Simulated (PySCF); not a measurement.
An unknown shows these calculated signals:

1H NMR (400 MHz, computed): δ 2.83 (m, 2H), 1.31 (m, 3H), 1.06 (m, 9H).

13C{1H} NMR (computed): δ 36.6 (C), 24.9 (CH3), 15.4 (CH3).

PySCF 2.14.0 with density-fitted response routines calculation with geometry from PBE0-D3(BJ)/def2-SVP and GIAO PBE0/pcSseg-1 shieldings; fast rotation and ring inversion assumed for equivalent nuclei, non-relativistic, isolated molecule, single conformer.

Referencing at the same level of theory: TMS for 1H (σref 31.27) and 13C (σref 184.41).

**Question.** Which of these does the molecule contain: an N-methyl group, a carboxylic acid, a tert-butyl group, a Si–CH3 group?

**Answer.** 
- An N-methyl group: no.
- A carboxylic acid: no.
- A tert-butyl group: yes (δC 24.9, 36.6; δH 1.06 (m)).
- A Si–CH3 group: no.

The data belong to `CC(C)(C)[P@](C)(=O)P`, C5H14OP2; they needn't prove each group on their own.

Carbon signals by region: 3 below 50 ppm.

Splittings by 31P in the carbon and heteronuclear signals aren't shown, as no couplings were computed. Shifts are as computed. Against solution values, carbons near 30 ppm lie about +2 ppm off and those near 130 ppm about +5 ppm. Of 1309 compounds with measured shifts, 239 miss one by over three times the rms of a fit or turn the order of signals round; such compounds aren't used in these exercises. Multiplicities follow the n + 1 count of equivalent neighbours, as no J values were calculated; m marks all less simple cases, F and P coupling included.
